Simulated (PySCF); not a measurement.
CHCl (SMILES [CH]Cl), singlet, at a GFN2-xTB geometry; R2SCAN/def2-SVP run with PySCF.

PySCF was given this input:
```python
from pyscf import gto, scf, dft

mol = gto.M(
    atom='''
C    -1.02555045    0.51141695    0.04925011
Cl    0.46670147   -0.16319083   -0.01323040
H    -1.78062225   -0.29425759   -0.07058381
''',
    basis='def2-svp',
    verbose=4,
)

mf = dft.RKS(mol)
mf.xc = 'r2scan'
mf.grids.atom_grid = (99, 590)
mf.grids.prune = None
mf.kernel()
```

Problem. Predict the main parts of the log of this PySCF run.

Solution. 
```
PySCF version 2.14.0

[INPUT] verbose = 4
[INPUT] num. atoms = 3
[INPUT] num. electrons = 24
[INPUT] charge = 0
[INPUT] spin (= nelec alpha-beta = 2S) = 0
[INPUT] symmetry False subgroup None
[INPUT] Mole.unit = angstrom
[INPUT] Symbol           X                Y                Z      unit          X                Y                Z       unit  Magmom
[INPUT]  1 C     -1.025550450000   0.511416950000   0.049250110000 AA   -1.938009477424   0.966437970960   0.093069219505 Bohr   0.0
[INPUT]  2 Cl     0.466701470000  -0.163190830000  -0.013230400000 AA    0.881937960232  -0.308385974740  -0.025001832518 Bohr   0.0
[INPUT]  3 H     -1.780622250000  -0.294257590000  -0.070583810000 AA   -3.364888383807  -0.556066255175  -0.133384069728 Bohr   0.0

nuclear repulsion = 39.7889965277037
number of shells = 17
number of NR pGTOs = 67
number of NR cGTOs = 37
basis = def2-svp
ecp = {}

******** <class 'pyscf.dft.rks.RKS'> ********
method = RKS
initial guess = minao
damping factor = 0
level_shift factor = 0
DIIS = <class 'pyscf.scf.diis.CDIIS'>
diis_start_cycle = 1
diis_space = 8
diis_damp = 0
SCF conv_tol = 1e-09
SCF conv_tol_grad = None
SCF max_cycles = 50
direct_scf = True
direct_scf_tol = 1e-13
XC library pyscf.dft.libxc version 7.1.2
    S. Lehtola, C. Steigemann, M. J. T. Oliveira, and M. A. L. Marques,  SoftwareX 7, 1–5 (2018)
XC functionals = r2scan
    J. W. Furness, A. D. Kaplan, J. Ning, J. P. Perdew, and J. Sun,  J. Phys. Chem. Lett. 11, 8208–8215 (2020)
    J. W. Furness, A. D. Kaplan, J. Ning, J. P. Perdew, and J. Sun,  J. Phys. Chem. Lett. 11, 9248–9248 (2020)
    J. W. Furness, A. D. Kaplan, J. Ning, J. P. Perdew, and J. Sun,  J. Phys. Chem. Lett. 11, 8208–8215 (2020)
    J. W. Furness, A. D. Kaplan, J. Ning, J. P. Perdew, and J. Sun,  J. Phys. Chem. Lett. 11, 9248–9248 (2020)
radial grids:
    Treutler-Ahlrichs [JCP 102, 346 (1995); DOI:10.1063/1.469408] (M4) radial grids

becke partition: Becke, JCP 88, 2547 (1988); DOI:10.1063/1.454033
pruning grids: None
grids dens level: 3
symmetrized grids: False
atomic radii adjust function: <function treutler_atomic_radii_adjust>
User specified grid scheme (99, 590)
small_rho_cutoff = 0
Set gradient conv threshold to 3.16228e-05
Initial guess from minao.
tot grids = 175232
init E= -498.647924120356
  HOMO = -0.231543802826188  LUMO = -0.159584321424758  gap/eV = 1.95812
cycle= 1 E= -498.523162836311  delta_E= 0.125  |g|= 0.114  |ddm|= 1.88
  HOMO = -0.184426793252125  LUMO = -0.138176714975994  gap/eV = 1.25853
cycle= 2 E= -498.525972630495  delta_E= -0.00281  |g|= 0.047  |ddm|= 0.247
  HOMO = -0.19605234008872  LUMO = -0.144408412714924  gap/eV = 1.40530
cycle= 3 E= -498.526363319083  delta_E= -0.000391  |g|= 0.029  |ddm|= 0.0836
  HOMO = -0.193656964224519  LUMO = -0.141744573144516  gap/eV = 1.41261
cycle= 4 E= -498.526579241519  delta_E= -0.000216  |g|= 0.0104  |ddm|= 0.0396
  HOMO = -0.194408552475616  LUMO = -0.142425076655587  gap/eV = 1.41454
cycle= 5 E= -498.526612502044  delta_E= -3.33e-05  |g|= 0.000969  |ddm|= 0.0122
  HOMO = -0.194376511126091  LUMO = -0.142378271641226  gap/eV = 1.41494
cycle= 6 E= -498.526612803462  delta_E= -3.01e-07  |g|= 0.000121  |ddm|= 0.00158
  HOMO = -0.194380051314681  LUMO = -0.142384511570447  gap/eV = 1.41487
cycle= 7 E= -498.52661280777  delta_E= -4.31e-09  |g|= 3.33e-05  |ddm|= 0.000241
  HOMO = -0.194384363705366  LUMO = -0.142388643576313  gap/eV = 1.41488
cycle= 8 E= -498.526612808062  delta_E= -2.91e-10  |g|= 6.82e-06  |ddm|= 4.24e-05
  HOMO = -0.194382549855509  LUMO = -0.142386432873653  gap/eV = 1.41489
Extra cycle  E= -498.526612808065  delta_E= -2.96e-12  |g|= 5.74e-06  |ddm|= 2.02e-05
converged SCF energy = -498.526612808065
```
